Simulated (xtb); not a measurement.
Se, singlet; GFN1-xTB in xtb 6.7.1.

Input for xtb:
```
$ xtb mol.xyz --gfn 1 --chrg 0 --uhf 0 --json

# file mol.xyz
1

Se     0.00000000     0.00000000     0.00000000
```

It wrote (shortened):

```
   ID    Z sym.   atoms
    1   34 Se     1

           -------------------------------------------------
          |                Calculation Setup                |
           -------------------------------------------------

           -------------------------------------------------
          |                 G F N 1 - x T B                 |
           -------------------------------------------------

          ...................................................
          :                      SETUP                      :
          :.................................................:
          :  # basis functions                  10          :
          :  # atomic orbitals                   9          :
          :  # shells                            3          :
          :  # electrons                         6          :
          :  # halogen bonds                     0          :
          :  max. iterations                   250          :
          :  Hamiltonian                  GFN1-xTB          :
          :  restarted?                      false          :
          :  GBSA solvation                  false          :
          :  PC potential                    false          :
          :  electronic temp.          300.0000000     K    :
          :  accuracy                    1.0000000          :
          :  -> integral cutoff          0.2500000E+02      :
          :  -> integral neglect         0.1000000E-07      :
          :  -> SCF convergence          0.1000000E-05 Eh   :
          :  -> wf. convergence          0.2000000E-04 e    :
          :  Broyden damping             0.4000000          :
          :  net charge                          0          :
          :  unpaired electrons                  0          :
          ...................................................

 iter      E             dE          RMSdq      gap      omega  full diag
   1     -3.2227174 -0.322272E+01  0.142E-13    0.00       0.0  T
   2     -3.2227174  0.000000E+00  0.114E-13    0.00       0.0  T
   3     -3.2227174  0.000000E+00  0.875E-14    0.00       0.0  T

   *** convergence criteria satisfied after 3 iterations ***

         :::::::::::::::::::::::::::::::::::::::::::::::::::::
         ::                     SUMMARY                     ::
         :::::::::::::::::::::::::::::::::::::::::::::::::::::
         :: total energy              -3.222717356221 Eh    ::
         :: gradient norm              0.000000000000 Eh/a0 ::
[...]
         :: dispersion energy          0.000000000000 Eh    ::
         :: halogen bond corr.         0.000000000000 Eh    ::
         :: add. restraining           0.000000000000 Eh    ::
         :: total charge               0.000000000000 e     ::
         :::::::::::::::::::::::::::::::::::::::::::::::::::::

           -------------------------------------------------
          |                Property Printout                |
           -------------------------------------------------

    * Orbital Energies and Occupations

         #    Occupation            Energy/Eh            Energy/eV
      -------------------------------------------------------------
         1        2.0000           -0.8452344             -23.0000
         2        1.3333           -0.3821550             -10.3990
         3        1.3333           -0.3821550             -10.3990 (HOMO)
         4        1.3333           -0.3821550             -10.3990 (LUMO)
         5                         -0.0302007              -0.8218
         6                         -0.0302007              -0.8218
         7                         -0.0302007              -0.8218
         8                         -0.0302007              -0.8218
         9                         -0.0302007              -0.8218
      -------------------------------------------------------------
                  HL-Gap            0.0000000 Eh            0.0000 eV
             Fermi-level           -0.3814965 Eh          -10.3810 eV

  Mulliken/CM5 charges         n(s)   n(p)   n(d)
     1Se    0.00000  0.00000   2.000  4.000  0.000

Wiberg/Mayer (AO) data.
largest (>0.10) Wiberg bond orders for each atom

 ---------------------------------------------------------------------------
     #   Z sym  total        # sym  WBO       # sym  WBO       # sym  WBO
 ---------------------------------------------------------------------------
     1  34 Se   0.000
 ---------------------------------------------------------------------------

 dipole moment from electron density (au)
     X       Y       Z
   0.0000   0.0000   0.0000  total (Debye):    0.000

           -------------------------------------------------
          | TOTAL ENERGY               -3.222717356221 Eh   |
          | GRADIENT NORM               0.000000000000 Eh/α |
          | HOMO-LUMO GAP               0.000000000000 eV   |
           -------------------------------------------------

normal termination of xtb
```
